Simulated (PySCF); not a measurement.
A PySCF script (with the pyscf-properties extension) for the NMR shieldings of `C(#C[SiH2]C#CC)[C@@H](F)[SiH2]C`, C7H11FSi2, on a GFN2-xTB geometry:

```python
import basis_set_exchange as bse
import numpy as np
from pyscf import gto, dft
from pyscf.prop import nmr

atoms = """
C     3.865787   -1.232810    1.356511
C     3.016292   -1.046949    0.200949
C     2.310742   -0.892436   -0.763437
Si    1.240505   -0.668938   -2.251648
C    -0.268864    0.229651   -1.677386
C    -1.242429    0.824984   -1.287040
C    -2.422865    1.467942   -0.767775
F    -3.569475    0.779902   -1.178041
Si   -2.410967    1.497813    1.170154
C    -2.045915   -0.262592    1.760224
H     4.735867   -0.579680    1.288311
H     3.316359   -0.996534    2.267918
H     4.205873   -2.267318    1.406659
H     0.845696   -1.981989   -2.777366
H     1.951175    0.140042   -3.250590
H    -2.520986    2.474967   -1.190479
H    -3.738827    1.965243    1.578276
H    -1.365014    2.448232    1.563764
H    -2.825672   -0.950205    1.441912
H    -1.981500   -0.312093    2.843069
H    -1.104702   -0.620287    1.348462
"""
names = dict.fromkeys(["C", "Si", "F", "H"], "pcSseg-1")
basis = {el: gto.basis.parse(bse.get_basis(n, elements=[el], fmt="nwchem")) for el, n in names.items()}
mol = gto.M(atom=atoms, basis=basis, charge=0, verbose=0)
mf = dft.RKS(mol, xc="PBE0")
mf.grids.level = 2
mf.grids.alignment = dft.numint.BLKSIZE   # the property module wants whole blocks of grid points
mf.conv_tol = 1e-9
mf.kernel()

calc = nmr.RKS(mf)   # GIAO
C = mf.mo_coeff
Co = C[:, mf.mo_occ > 0]
resp = mf.gen_response(singlet=True, hermi=2)
def vind(x):   # induced exchange potential for any number of trial vectors
    d = np.einsum("pi,xij,qj->xpq", C, 2 * x.reshape(-1, C.shape[1], Co.shape[1]), Co, optimize=True)
    return np.einsum("xpq,pi,qj->xij", resp(d - d.transpose(0, 2, 1)), C, Co, optimize=True).ravel()
mo1, _ = nmr.rhf.solve_mo1(calc, with_cphf=vind)
sigma = calc.kernel(mo1)
for i, s in enumerate(sigma):   # ppm
    w = np.linalg.eigvalsh((s + s.T) / 2)
    print("%2d %-2s iso %8.1f  s11 %8.1f  s22 %8.1f  s33 %8.1f" % (i, mol.atom_pure_symbol(i), w.mean(), *w))
```

Question: Give the expected output.

Answer: 
```
 0 C  iso    180.8  s11    172.3  s22    172.6  s33    197.5
 1 C  iso     73.4  s11    -23.3  s22    -20.4  s33    263.7
 2 C  iso    106.6  s11     21.0  s22     28.9  s33    269.9
 3 Si iso    443.4  s11    438.6  s22    441.0  s33    450.5
 4 C  iso     87.5  s11     11.8  s22     27.5  s33    223.3
 5 C  iso     76.2  s11    -26.3  s22    -18.9  s33    273.7
 6 C  iso    106.8  s11     64.3  s22     90.6  s33    165.5
 7 F  iso    420.8  s11    349.4  s22    420.1  s33    492.9
 8 Si iso    388.2  s11    355.8  s22    394.4  s33    414.3
 9 C  iso    197.6  s11    192.9  s22    195.9  s33    203.9
10 H  iso     29.6  s11     24.7  s22     27.7  s33     36.5
11 H  iso     29.6  s11     24.3  s22     28.7  s33     35.8
12 H  iso     29.6  s11     24.7  s22     27.7  s33     36.5
13 H  iso     26.9  s11     23.5  s22     25.3  s33     31.7
14 H  iso     26.9  s11     23.2  s22     25.4  s33     32.2
15 H  iso     26.1  s11     23.2  s22     26.0  s33     29.2
16 H  iso     27.3  s11     23.9  s22     25.1  s33     33.0
17 H  iso     27.5  s11     24.9  s22     25.2  s33     32.4
18 H  iso     31.2  s11     26.8  s22     28.4  s33     38.2
19 H  iso     31.6  s11     27.1  s22     27.8  s33     39.8
20 H  iso     30.7  s11     24.9  s22     28.7  s33     38.7
```

These numbers come from an equivalent density-fitted implementation of the same equations, which agrees with the script to about 0.01 ppm for H and up to a few tenths of a ppm for heavy atoms, so last digits may differ.

Question: Turn these shieldings into chemical shifts. δ = σ(ref) − σ, references computed at the same level: TMS for $^{13}$C (σ = 186.93 ppm) and $^{29}$Si (σ = 349.16 ppm) and $^{1}$H (σ = 31.72 ppm); CFCl3 for $^{19}$F (σ = 170.95 ppm).

Answer: Averaging equivalent atoms: C 1: 113.6; C 5: 110.8; C 4: 99.4; C 2: 80.3; C 6: 80.1; C 0: 6.1; C 9: -10.7; Si 8: -39.0; Si 3: -94.2; F 7: -249.9; H 15: 5.58; H 13: 4.86; H 14: 4.78; H 16: 4.38; H 17: 4.21; H 10/11/12: 2.10; H 18/19/20: 0.56 ppm. Unscaled 19F shifts against computed CFCl3 carry errors that often reach 10 to 50 ppm.

Size and cost of the density-fitted run: 239 basis functions, 60 s wall time on 1 thread of an Arm Neoverse V2, shared host; peak memory 1.1 GiB.
